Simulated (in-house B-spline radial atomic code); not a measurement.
Orbital energies and mean radii along the 41-electron series, configuration 1s2 2s2 2p6 3s2 3p6 3d10 4s2 4p6 4d3/2(4) 4d5/2(1). The effective charge is n√(-2ε), a non-relativistic measure. Computed with an all-electron radial atomic-structure program (B-spline basis): Dirac-Hartree-Fock, jj configuration that fills j = l - 1/2 first, finite nuclei.

| ion | Z | energy of 4p3/2 (Eh) | mean radius of 4p3/2 (bohr) | energy of 4p1/2 (Eh) | mean radius of 4p1/2 (bohr) | energy of 4d3/2 (Eh) | mean radius of 4d3/2 (bohr) | energy of 3d3/2 (Eh) | mean radius of 3d3/2 (bohr) | effective charge of 4p3/2 |
| --- | --- | --- | --- | --- | --- | --- | --- | --- | --- | --- |
| Mo+ | 42 | -1.9554 | 1.2527 | -2.1722 | 1.2347 | -0.56065 | 1.8522 | -9.5153 | 0.41147 | 7.9103 |
| Tc2+ | 43 | -2.5818 | 1.1841 | -2.8381 | 1.164 | -1.0515 | 1.597 | -10.998 | 0.39526 | 9.0893 |
| Ru3+ | 44 | -3.3087 | 1.121 | -3.604 | 1.0997 | -1.6371 | 1.4259 | -12.634 | 0.38032 | 10.29 |
| Rh4+ | 45 | -4.1217 | 1.0637 | -4.4565 | 1.0418 | -2.3064 | 1.2987 | -14.409 | 0.36649 | 11.485 |
| Pd5+ | 46 | -5.0135 | 1.0119 | -5.3895 | 0.98977 | -3.0539 | 1.1981 | -16.315 | 0.35364 | 12.666 |
| Ag6+ | 47 | -5.98 | 0.96498 | -6.3994 | 0.94281 | -3.8759 | 1.1154 | -18.348 | 0.34167 | 13.833 |
| Cd7+ | 48 | ? | ? | ? | ? | ? | ? | ? | ? | ? |
| In8+ | 49 | -8.1283 | 0.88351 | -8.6425 | 0.86146 | -5.7356 | 0.98543 | -22.782 | 0.32001 | 16.128 |
| Sn9+ | 50 | -9.3071 | 0.84792 | -9.8735 | 0.82599 | -6.7704 | 0.93288 | -25.181 | 0.31017 | 17.258 |
| Sb10+ | 51 | ? | ? | ? | ? | ? | ? | ? | ? | ? |
| Te11+ | 52 | -11.869 | 0.78502 | -12.552 | 0.76332 | -9.0455 | 0.84487 | -30.336 | 0.29219 | 19.489 |
| I12+ | 53 | -13.252 | 0.75707 | -13.998 | 0.73548 | -10.285 | 0.80747 | -33.091 | 0.28395 | 20.593 |
| Xe13+ | 54 | -14.701 | 0.73111 | -15.516 | 0.70962 | -11.591 | 0.77356 | -35.964 | 0.27615 | 21.69 |
| Cs14+ | 55 | -16.217 | 0.70693 | -17.106 | 0.68552 | -12.964 | 0.74263 | -38.954 | 0.26877 | 22.781 |
| Ba15+ | 56 | -17.8 | 0.68434 | -18.767 | 0.663 | -14.403 | 0.71427 | -42.061 | 0.26176 | 23.866 |
| La16+ | 57 | -19.449 | 0.66319 | -20.501 | 0.6419 | -15.909 | 0.68814 | -45.284 | 0.2551 | 24.947 |
| Ce17+ | 58 | ? | ? | ? | ? | ? | ? | ? | ? | ? |
| Pr18+ | 59 | -22.944 | 0.62467 | -24.184 | 0.60342 | -19.118 | 0.64156 | -52.081 | 0.24273 | 27.096 |
| Nd19+ | 60 | -24.791 | 0.60706 | -26.134 | 0.58582 | -20.822 | 0.62067 | -55.655 | 0.23697 | 28.166 |
| Pm20+ | 61 | -26.703 | 0.59044 | -28.157 | 0.56919 | -22.591 | 0.60117 | -59.344 | 0.23147 | 29.232 |
| Sm21+ | 62 | -28.682 | 0.57471 | -30.253 | 0.55344 | -24.427 | 0.58291 | -63.151 | 0.22622 | 30.296 |
| Eu22+ | 63 | -30.726 | 0.55981 | -32.424 | 0.53851 | -26.328 | 0.56576 | -67.074 | 0.22118 | 31.357 |

Q: Fill in the row of Cd7+.

A: energy of 4p3/2 (Eh): -7.0189; mean radius of 4p3/2 (bohr): 0.92237; energy of 4p1/2 (Eh): -7.4842; mean radius of 4p1/2 (bohr): 0.90023; energy of 4d3/2 (Eh): -4.7703; mean radius of 4d3/2 (bohr): 1.0455; energy of 3d3/2 (Eh): -20.504; mean radius of 3d3/2 (bohr): 0.33049; effective charge of 4p3/2: 14.987.

Q: Fill in the row of Sb10+.

A: energy of 4p3/2 (Eh): -10.554; mean radius of 4p3/2 (bohr): 0.81521; energy of 4p1/2 (Eh): -11.177; mean radius of 4p1/2 (bohr): 0.79339; energy of 4d3/2 (Eh): -7.8739; mean radius of 4d3/2 (bohr): 0.8864; energy of 3d3/2 (Eh): -27.699; mean radius of 3d3/2 (bohr): 0.30091; effective charge of 4p3/2: 18.378.

Q: Fill in the row of Ce17+.

A: energy of 4p3/2 (Eh): -21.163; mean radius of 4p3/2 (bohr): 0.64334; energy of 4p1/2 (Eh): -22.306; mean radius of 4p1/2 (bohr): 0.62208; energy of 4d3/2 (Eh): -17.481; mean radius of 4d3/2 (bohr): 0.66398; energy of 3d3/2 (Eh): -48.624; mean radius of 3d3/2 (bohr): 0.24877; effective charge of 4p3/2: 26.024.

Q: How does the screening of 4p3/2 change?

A: Z less the effective charge goes from 34.09 at Z = 42 to 31.64 at Z = 63.
